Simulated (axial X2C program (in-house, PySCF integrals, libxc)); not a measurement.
**Which molecule has these constants?**

All values come from calculations with an in-house relativistic program for diatomic molecules, spin-free (one-electron X2C) or two-component (2c: spin–orbit coupling with atomic mean-field Coulomb and Gaunt terms, which also bring small scalar terms), in Dyall basis sets with cores contracted in-house; open shells are unrestricted.

A two-component PBE0 calculation in a Dyall 3-zeta basis gave Re = 2.167 Å, ωe = 455.9 cm⁻¹, Ω = 3/2.

Task: Which molecule is it?
A. GeS⁺
B. CS⁺
C. SiS⁺

Result: A. The others have SiS⁺ 2.081 Å and 594.2 cm⁻¹ (Ω = 3/2); CS⁺ 1.487 Å and 1432.7 cm⁻¹ (Ω = 1/2).

Each entry is the lowest single determinant of a limited PBE0 search at one distance. De goes to single-determinant-based atoms at the same level (for ions the charge split of lowest energy) and is withheld (n/a) where an atom does not fit its ground term or J level. Main or longest-lived isotopes. One determinant is a doubtful description, or other states lie close, for SiS⁺, CS⁺; these need not be ground states, and all values refer to the states named. Some light 2c atoms are not at their ground J level, so De misses part of their lowering (0.04 eV or less). The functionals have no current term, which raises determinants with orbital currents.
